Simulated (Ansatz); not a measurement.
Complex (SMILES): Cl (HCl) with N#N (N2), atoms 1 to 2 the first; geometry from B3LYP-D3(BJ)/def2-TZVP, monomers rigid:
```xyz
4

Cl     1.0940     0.2553     0.1057
H     -0.1754     0.0770     0.1766
N     -3.5503    -0.4010     0.3596
N     -2.4723    -0.2486     0.3008
```

Interaction energy at B3LYP with Ansatz (a program for electronic structure), kcal/mol, without and with the counterpoise correction (monomers among the partner's ghost functions). Cartesian d functions, on some or all atoms, in 6-31G**, 6-311+G**; all else is spherical. The program fits the integrals of some runs and decomposes those of others, by size. No added dispersion term, no relativity. Reference, counterpoise-corrected: the value in aug-pcseg-3, -0.69.

```tsv
basis	functions	uncorrected	counterpoise	counterpoise correction	mean of both
6-31G	33	-2.32	-1.49	0.83	-1.91
def2-SV(P)	48	-1.68	-0.88	0.80	-1.28
6-31G**	54	-1.48	-0.99	0.49	-1.24
6-311+G**	81	-1.12	-0.80	0.32	-0.96
def2-TZVP	105	-0.94	-0.74	0.20	-0.84
jun-cc-pV(T+d)Z	140	-0.75	-0.68	0.06	-0.72
6-311++G(3df,3pd)	143	-1.00	-0.67	0.33	-0.83
aug-cc-pV(T+d)Z	170	-0.77	-0.68	0.09	-0.72
```

The corrected value lies nearer the reference in 8 of 8 rows.
